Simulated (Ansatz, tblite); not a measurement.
Cost and result up the ladder for (H2Al-mu-Cl)2 (Al₂H₄Cl₂) (8 atoms). Total charge 0; singlet. Geometry: r2SCAN-D4/def2-SVP.

```xyz
8

Al   -0.209   -1.613   -0.265
H     0.769   -2.285   -1.301
H    -1.368   -2.302    0.551
Cl   -1.048    0.335   -1.214
Al    0.209    1.613    0.265
H    -0.774    2.275    1.303
H     1.365    2.312   -0.546
Cl    1.056   -0.335    1.207
```

Ansatz on 4 threads of Intel Xeon Platinum 8259CL on a shared host; xTB runs through tblite on one thread. Times are rough, summed over both states, and most runs start from the orbitals of an earlier one. PBE0-D4/def2-TZVP serves as the yardstick here, not as an exact answer. The other state is a doublet.

The xTB rows come from tblite.

Raw xTB energies of ions are shifted by several eV.

| level | functions | wall time | vertical IE (eV) | difference from PBE0-D4/def2-TZVP (eV) |
| --- | --- | --- | --- | --- |
| GFN1-xTB | 44 | 0.028 s | 14.62 | 4.35 |
| GFN2-xTB | 40 | 0.03 s | 13.89 | 3.62 |
| PBE-D4/def2-TZVP | 172 | 5.2 s | 9.70 | -0.57 |
| PBE0-D4/def2-TZVP | 172 | 7.1 s | 10.27 | 0.00 |
| r2SCAN-D4/def2-TZVP (with forces) | 172 | 11 s | 9.93 | -0.34 |
